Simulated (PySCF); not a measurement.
Field gradients at the hydrogen positions

C3H10OSi3.
SMILES with atom numbers: `[O:1]=[CH:2][C@@H:3]1[CH2:4][SiH2:5][Si@H:6]1[SiH3:7]` (hydrogens: H8 on C2; H9 on C3; H10, H11 on C4; H12, H13 on Si5; H14 on Si6; H15, H16, H17 on Si7)

Cartesian coordinates in Å at the GFN2-xTB level; atoms count from 1:
```xyz
17
C3H10OSi3 angstrom
O     -0.073    1.334    2.573
C     -0.796    0.701    1.834
C     -0.690    0.650    0.385
C     -1.885    0.114   -0.410
Si    -1.019   -1.094   -1.629
Si     0.688   -0.708   -0.049
Si     2.807    0.231   -0.108
H     -1.568    0.020    2.257
H     -0.333    1.607    0.001
H     -2.562   -0.421    0.257
H     -2.465    0.918   -0.862
H     -0.860   -0.512   -2.969
H     -1.747   -2.357   -1.814
H      0.606   -1.748    1.002
H      2.864    1.306   -1.105
H      3.755   -0.801   -0.540
H      3.273    0.773    1.167
```

Level: PBE0/pcSseg-1 (PySCF, non-relativistic); Q(2H) = 0.00286 b; rigid geometry, the same for H and D, with no vibrational averaging.

Question: Rank these positions by the coupling χzz of a deuteron there, largest first.
A. H8 (formyl hydrogen)
B. H14 (Si–H hydrogen)
C. H15 (Si–H hydrogen)
D. H11 (methylene hydrogen)
E. H10 (methylene hydrogen)

Answer: D (214 kHz), E (209 kHz), A (177 kHz), C (109 kHz), B (102 kHz).

Question: Give the electric field gradient Vzz (the principal value of largest size), its asymmetry and the 2H coupling at each hydrogen.

Answer: 
```
atom  bonded to  bond length (Å)  Vzz (au)     η  χzz (kHz)
  H8         C2            1.113    0.2628  0.03        177
  H9         C3            1.091    0.3096  0.04        208
 H10         C4            1.091    0.3111  0.05        209
 H11         C4            1.089    0.3179  0.04        214
 H12        Si5            1.469    0.1601  0.02        108
 H13        Si5            1.469    0.1602  0.02        108
 H14        Si6            1.482    0.1523  0.04        102
 H15        Si7            1.467    0.1617  0.01        109
 H16        Si7            1.467    0.1618  0.01        109
 H17        Si7            1.461    0.1649  0.01        111
```

Question: Average by the element that carries the hydrogen.

Answer: on C: 202 kHz over 4 positions, mean bond length 1.096 Å; on Si: 108 kHz over 6 positions, mean bond length 1.469 Å.

Question: A static deuteron (I = 1) shows a doublet split by (3/2)χ, (3/4)χ(1 + η) and (3/4)χ(1 − η) with the field along z, y and x of the gradient. What are these for H11?

Answer: With |χ| = 213.6 kHz and η = 0.038: 320, 166 and 154 kHz, to first order and without motion.

Isolated species at its GFN2-xTB geometry (one conformer only). GFN2-xTB bond lengths can be off by several hundredths of an ångström, more for odd bonds, and the gradients follow them. The small basis limits the accuracy of the gradients.
